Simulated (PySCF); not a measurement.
Screening by computed properties: pick the candidate that meets the target.

Species are written as SMILES; each is one conformer at its optimised geometry, gas phase, non-relativistic unless stated. Electronic properties by PySCF.

Dipoles, sizes and rotational constants follow the conformer. The torsions of the flexible species, by atom-mapped SMILES:
- `[O:1]=[CH:2][c:3]1[cH:4][s:5][c:6]2[cH:7][cH:8][nH:9][c:10]12`: O1–C2–C3–C4 180°
- `[CH3:1][CH2:2][S@@:3]([CH3:4])=[O:5]`: C1–C2–S3–C4 -172°
- `[NH2:1][SiH2:2]/[CH:3]=[CH:4]/[SiH3:5]`: N1–Si2–C3–C4 -10°, H–N1–Si2–C3 172°, H–N1–Si2–C3 -51°

Question: Wanted: static isotropic polarisability above 100 au (wB97X-D/def2-SVPD) and HOMO energy below -9 eV (wB97X-D/def2-SVPD), at GFN2-xTB geometries. Which candidate meets both?
A. `N[SiH2]/C=C/[SiH3]`
B. `CC[S@@](C)=O`
C. `N#Cc1sc(cc(c1)=O)C`
D. `c1c2scc(C=O)c2[nH]c1`

Answer: C. Computed values:
```
             species  static isotropic polarisability  HOMO energy
        CC[S@@](C)=O                          63.9 au     -8.56 eV
  N[SiH2]/C=C/[SiH3]                          88.4 au     -9.40 eV
c1c2scc(C=O)c2[nH]c1                         108.9 au     -8.01 eV
  N#Cc1sc(cc(c1)=O)C                         110.6 au     -9.27 eV
```

Question: Wanted: HOMO–LUMO gap between 8 eV and 10.5 eV (wB97X-D/def2-SVPD) and lowest singlet excitation above 5 eV (TDDFT wB97X-D/def2-SVPD), at GFN2-xTB geometries. Which candidate meets both?
A. `c1c2scc(C=O)c2[nH]c1`
B. `CC[S@@](C)=O`
C. `N#Cc1sc(cc(c1)=O)C`
D. `N[SiH2]/C=C/[SiH3]`

Answer: D. Computed values:
```
             species  HOMO–LUMO gap  lowest singlet excitation
c1c2scc(C=O)c2[nH]c1        7.88 eV                    4.10 eV
  N#Cc1sc(cc(c1)=O)C        8.16 eV                    3.70 eV
  N[SiH2]/C=C/[SiH3]       10.41 eV                    5.88 eV
        CC[S@@](C)=O       10.67 eV                    6.05 eV
```
